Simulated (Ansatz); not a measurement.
CH2Cl, charge -1, singlet, at a GFN2-xTB geometry (a gas-phase anion, which may not be bound at this level); B3LYP/cc-pVTZ (Ansatz, a first-principles code).

Ansatz was given this input:
Ansatz 0.2 input:
```yaml
crystal:
  periodic: [false, false, false]
  atoms:
    - {symbol: C, position_ang: [0.00376299, 0.16217920, -1.24958859]}
    - {symbol: Cl, position_ang: [-0.00156201, 0.00018286, 0.61906895]}
    - {symbol: H, position_ang: [0.88406358, -0.49140260, -1.51109367]}
    - {symbol: H, position_ang: [-0.88008742, -0.48478128, -1.51554685]}
basis:
  gaussian:
    orbitals: cc-pVTZ
hamiltonian:
  xc: b3lyp
total_charge: -1
scf: {lower_state_search: full}
```

Output, abridged:

```
Functional definition: B3LYP
572 factors; their error is unknown
mean field evaluation 1: about -13589.2332 eV, gradient 3.5e1 eV
mean field evaluation 2: about -13586.1807 eV, gradient 4.8e1 eV
mean field evaluation 4: about -13592.2607 eV, gradient 2.5e0 eV
mean field evaluation 8: about -13592.3332 eV, gradient 4.1e-2 eV
mean field evaluation 16: about -13589.2871 eV, gradient 3.5e1 eV
mean field -13592.33320681 eV, -499.5090321360 hartree, gradient 1.2e-5 eV, S^2 0.000000; 0 other end points of the search recorded, 0 dependent functions left out
reference -13592.33338882 eV, -499.5090388245 hartree; 13, 13 occupied and 79, 79 virtual orbitals, 572 factors
Total energy: -13592.33338882 eV, -499.5090388245 hartree
```
